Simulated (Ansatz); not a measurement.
Si20H27⁺, a nanocrystal with a defect cut from the lattice of silicon (one cap removed), 47 atoms. Hardware: 2 threads of AMD EPYC 7R13 on a shared host and a share (18 GiB) of an NVIDIA H100 80GB HBM3.

Correlated methods freeze 100 core orbitals. Single mean-field runs in def2-SVP, def2-TZVP are fitted with def2-universal-jkfit.

**Question.** How many basis functions does each of these Ansatz runs have, and roughly what does it cost? PBE-D4/def2-SVP, charge 1 singlet, relaxation, 9 steps; PBE0-D4/def2-SVP, charge 2 doublet at the geometry of the charge 1 singlet, energy; PBE0-D4/def2-SVP, charge 0 doublet at the geometry of the charge 1 singlet, energy; RPA@PBE/def2-SVP, charge 1 singlet, energy, from earlier orbitals; PBE0-D4/def2-SVP, charge 1 singlet, energy, from earlier orbitals; PBE-QIDH/def2-SVP, charge 2 doublet at the geometry of the charge 1 singlet, energy, from earlier orbitals; PBE-QIDH/def2-SVP, charge 1 singlet, energy, from earlier orbitals; PBE0-D4/def2-SVP, charge 1 triplet at the geometry of the charge 1 singlet, energy; PBE-D4/def2-TZVP, charge 1 singlet, energy, from earlier orbitals; PBE-D4/def2-SVP, charge 0 doublet at the geometry of the charge 1 singlet, energy, from earlier orbitals; PBE0-D4/def2-TZVP, charge 1 singlet, energy, from earlier orbitals; r2SCAN-D4/def2-SVP, charge 1 singlet, energy and forces, from earlier orbitals.

**Answer.** Other jobs shared the machine, so times can vary by a factor of up to 3.

| run | functions | fitting or Cholesky vectors | wall time | peak host memory (GiB) |
| --- | --- | --- | --- | --- |
| PBE0-D4/def2-SVP, charge 1 singlet, energy, from earlier orbitals | 495 | 3046 | 7 s | 1 |
| PBE-D4/def2-TZVP, charge 1 singlet, energy, from earlier orbitals | 902 | 3046 | 8 s | 1.2 |
| PBE-D4/def2-SVP, charge 0 doublet at the geometry of the charge 1 singlet, energy, from earlier orbitals | 495 | 3046 | 8 s | 1.2 |
| r2SCAN-D4/def2-SVP, charge 1 singlet, energy and forces, from earlier orbitals | 495 | 3046 | 9.5 s | 1.1 |
| RPA@PBE/def2-SVP, charge 1 singlet, energy, from earlier orbitals | 495 | 4750 | 10 s | 3.4 |
| PBE-QIDH/def2-SVP, charge 1 singlet, energy, from earlier orbitals | 495 | 3046 | 11 s | 2.9 |
| PBE0-D4/def2-TZVP, charge 1 singlet, energy, from earlier orbitals | 902 | 3046 | 11 s | 1.2 |
| PBE0-D4/def2-SVP, charge 0 doublet at the geometry of the charge 1 singlet, energy | 495 | 3046 | 11 s | 1.2 |
| PBE0-D4/def2-SVP, charge 1 triplet at the geometry of the charge 1 singlet, energy | 495 | 3046 | 13 s | 1.2 |
| PBE0-D4/def2-SVP, charge 2 doublet at the geometry of the charge 1 singlet, energy | 495 | 3046 | 19 s | 1.2 |
| PBE-QIDH/def2-SVP, charge 2 doublet at the geometry of the charge 1 singlet, energy, from earlier orbitals | 495 | 3046 | 25 s | 3.1 |
| PBE-D4/def2-SVP, charge 1 singlet, relaxation, 9 steps | 495 | 3046 | 46 s | 1.1 |
